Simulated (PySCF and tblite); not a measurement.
C₅H₈FN, numbered as in [CH3:1][N:2]1[CH:3]=[C:4]([F:5])[CH2:6][CH2:7]1.

Conformers came from 200 starts (ETKDG and KDG, MMFF94s, GFN2-xTB); geometries are GFN2-xTB. Energies: B3LYP-D3(BJ)/pcSseg-1, with GFN2-xTB thermal terms (modes under about 100 cm⁻¹ blended into free rotors). Symmetry numbers and mirror images are counted. Conformers within 2.5 kcal/mol (GFN2-xTB free energy) were kept, 4 at most. Couplings: B3LYP/6-31G* with pcJ-1 on H, F (gas phase; spin-dipole term only for pairs with B, N, F, Si or P). Couplings are for ¹⁹F, ¹H; a prime marks the second kind of pair between the same two sets of atoms. H–H couplings come out 0.1 to 0.9 Hz lower than with pcJ-1 on all atoms. Codes: tblite and PySCF.

The 5-ring runs over atoms 2–3–4–6–7. Of a mirror pair one member is shown.

```tsv
conformer	shape	weight %
1	5-ring envelope (ring torsions 1, 9, -15, 17, -12°)	100.0
```

Problem. Give the couplings in each conformer and the averages at 298.15 K (pairs that fast motion interchanges averaged).

Solution. 
| coupling | pairs | 1 | average (Hz) |
| --- | --- | --- | --- |
| ³J(H3,F5) | 1 | -3.6 | -3.6 |
| ³J(F5,H6) | 2 | -4.5 | -4.5 |
| ²J(H1,H1) | 3 | -12.3 | -12.3 |
| ²J(H6,H6) | 1 | -16.1 | -16.1 |
| ³J(H6,H7) | 2 | 7.5 | 7.5 |
| ³J(H6,H7′) | 2 | 14.6 | 14.6 |
| ²J(H7,H7) | 1 | -10.3 | -10.3 |

Computed couplings to fluorine can be off by tens of per cent at such levels.
